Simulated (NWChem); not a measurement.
C$_{2}$H$_{3}$O$_{2}$, doublet; SMILES O([C]=O)C

```xyz
7

C      0.5071     1.2925    -0.0001
O     -0.6988     0.5102     0.0003
C     -0.5512    -0.7876    -0.0004
O      0.4324    -1.4490     0.0002
H      1.0999     1.0731    -0.8996
H      0.1915     2.3412     0.0043
H      1.1046     1.0670     0.8948
```
Atoms are numbered in this order, from 1.

All runs: NWChem. Pople sets run with spherical d functions. Spin-unrestricted. Structure relaxed at the PBE0/def2-SVP, spin-unrestricted level. No stability test was run on the SCF state.

Question: Taking TPSS/6-311++G** as the yardstick, which of these has the fewest basis functions while keeping “highest occupied level (eV)” within 0.1 eV of it: TPSS/3-21G; TPSS/6-311G**; TPSS/6-31G*; TPSS/6-31+G*; TPSS/STO-3G?

Answer: TPSS/6-31+G* (a larger set in the list lies outside the tolerance).
```
level            basis functions  highest occupied level (eV)  relative time (rough)
---------------  ---------------  ---------------------------  ---------------------
TPSS/STO-3G                   23                        -1.84                      1
TPSS/3-21G                    42                        -4.82                      1
TPSS/6-31G*                   62                        -5.05                      3
TPSS/6-31+G*                  78                        -5.49                      4
TPSS/6-311G**                 90                        -5.28                      4
TPSS/6-311++G**              109                        -5.53                      7
```

The yardstick is one finite set, not the basis-set limit.
